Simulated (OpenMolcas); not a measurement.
**5s2 5p4 along the 52-electron sequence**

```
Program             : OpenMolcas 26.06
Method              : CASSCF
Basis               : ANO-R3
Scalar Hamiltonian  : X2C, finite nucleus
Spin-orbit coupling : state interaction with AMFI integrals over the reference wave functions, term energies averaged over their components
```

Active space for each ion: 6 electrons in 4 orbitals (5s 5p).

Computed levels in cm-1 above 3P2:

```tsv
Level	Te	I+	Xe2+
3P1	4177	6236	8615
3P0	4412	6015	7587
1D2	12335	15506	18776
1S0	22145	27868	33891
weight of 3P in the lowest level (%)	95	94	92
```

Measured, with the error of the calculation in %. Measured levels: Te, I+ from NIST Handbook of Basic Atomic Spectroscopic Data; Xe2+ from Saloman, J. Phys. Chem. Ref. Data 33, 765 (2004).

| Level | Te | I+ | Xe2+ |
| --- | --- | --- | --- |
| 3P1 | 4751 (-12.1) | 7087 (-12.0) | 9794 (-12.0) |
| 3P0 | 4706 (-6.2) | 6448 (-6.7) | 8130 (-6.7) |
| 1D2 | 10558 (+16.8) | 13727 (+13.0) | 17099 (+9.8) |
| 1S0 | 23198 (-4.5) | 29501 (-5.5) | 36103 (-6.1) |

The fine-structure level 3P0 changes by a factor of 1.72 from Te to Xe2+. Its fourth root runs 8.15, 8.81, 9.33, with steps per unit of Z of 0.66, 0.53; equal steps would mean a (Z - σ)^4 law with constant σ.

1D2 changes by a factor of 1.52 over the same range, with steps per unit of Z of +3170, +3270 cm-1.

Some high roots are left out of the spin-orbit mixing, which shifts the levels that they would mix with (holds for Te). Computed and measured levels are paired by configuration, term and J; levels that our copy of the source lacks, or whose pairing is in doubt (as where it misses far off the trend of its configuration), stay unpaired and out of the deviations. Only configurations of the active space appear.
